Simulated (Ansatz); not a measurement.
C$_{5}$H$_{15}$OSi$_{2}$ (SMILES C[Si](C)O[Si](C)(C)C), doublet, geometry from GFN2-xTB; CCSD(T)/STO-3G (Ansatz, a first-principles code).

Ansatz was given this input:
Ansatz 0.2 input:
```yaml
crystal:
  periodic: [false, false, false]
  atoms:
    - {symbol: C, position_ang: [2.23591472, 1.87430437, 0.24724250]}
    - {symbol: Si, position_ang: [1.86051365, 0.10193727, -0.35061641]}
    - {symbol: C, position_ang: [2.37046986, -1.20345024, 0.94391061]}
    - {symbol: O, position_ang: [0.25111153, -0.01641741, -0.60627064]}
    - {symbol: Si, position_ang: [-1.31223883, -0.15232204, -0.15867484]}
    - {symbol: C, position_ang: [-2.33626438, 0.58233246, -1.58117978]}
    - {symbol: C, position_ang: [-1.69231924, -1.99934393, 0.09955328]}
    - {symbol: C, position_ang: [-1.59480466, 0.81681199, 1.45819597]}
    - {symbol: H, position_ang: [1.90405235, 2.61598159, -0.47240063]}
    - {symbol: H, position_ang: [3.29840457, 2.02013633, 0.41278727]}
    - {symbol: H, position_ang: [1.71878788, 2.06931712, 1.18574679]}
    - {symbol: H, position_ang: [3.43721050, -1.17562147, 1.14072650]}
    - {symbol: H, position_ang: [2.11605247, -2.20710082, 0.61792915]}
    - {symbol: H, position_ang: [1.85030226, -1.01961845, 1.88334339]}
    - {symbol: H, position_ang: [-2.14377675, 0.06018739, -2.51300186]}
    - {symbol: H, position_ang: [-2.09978148, 1.62995801, -1.73930358]}
    - {symbol: H, position_ang: [-3.39951162, 0.51111296, -1.37598552]}
    - {symbol: H, position_ang: [-1.11139739, -2.41349470, 0.91836361]}
    - {symbol: H, position_ang: [-2.74126322, -2.16090455, 0.32637021]}
    - {symbol: H, position_ang: [-1.45551062, -2.57359087, -0.79097342]}
    - {symbol: H, position_ang: [-2.63409598, 0.77917427, 1.76930579]}
    - {symbol: H, position_ang: [-0.99602882, 0.41451355, 2.27064515]}
    - {symbol: H, position_ang: [-1.32616142, 1.86274778, 1.34035427]}
basis:
  gaussian:
    orbitals: STO-3G
magnetization: {spin_polarized: true, initial_magnetization: 1}
correlation: {method: ccsd_t}
```

What the program printed (banner, timings and long lists left out):

```
Functional definition: HF
830 factors; integrals over basis functions are off by at most 4.1e-5 eV
mean field evaluation 1: about -22879.8203 eV, gradient 1.8e1 eV
mean field evaluation 2: about -22880.0904 eV, gradient 1.7e1 eV
mean field evaluation 4: about -22882.5053 eV, gradient 1.8e0 eV
mean field evaluation 8: about -22882.5495 eV, gradient 1.8e-3 eV
mean field -22882.54951658 eV, -840.9181843850 hartree, gradient 1.5e-6 eV, S^2 0.751730; 0 other end points of the search recorded, 0 dependent functions left out
16 core orbitals not correlated
reference -22882.54951658 eV, -840.9181843850 hartree; 25, 24 occupied and 22, 23 virtual orbitals, 830 factors
second order -9.74840856 eV of doubles, -0.00000000 eV of singles
cycle   1  -11.64175366 eV  change    -1.9e0 eV  update   1.2e-1
cycle   2  -12.48678987 eV  change   -8.5e-1 eV  update   4.1e-2
cycle   3  -12.67983538 eV  change   -1.9e-1 eV  update   1.8e-2
cycle   4  -12.69340441 eV  change   -1.4e-2 eV  update   6.5e-3
cycle   5  -12.69256659 eV  change    8.4e-4 eV  update   3.2e-3
cycle   6  -12.69117071 eV  change    1.4e-3 eV  update   1.3e-3
cycle   7  -12.69037409 eV  change    8.0e-4 eV  update   4.2e-4
cycle   8  -12.69046204 eV  change   -8.8e-5 eV  update   1.0e-4
cycle   9  -12.69053594 eV  change   -7.4e-5 eV  update   4.1e-5
cycle  10  -12.69052942 eV  change    6.5e-6 eV  update   1.8e-5
perturbative correction -0.16855945 eV, -0.0061944454 hartree
Total energy: -22895.40860544 eV, -841.3907471848 hartree
```
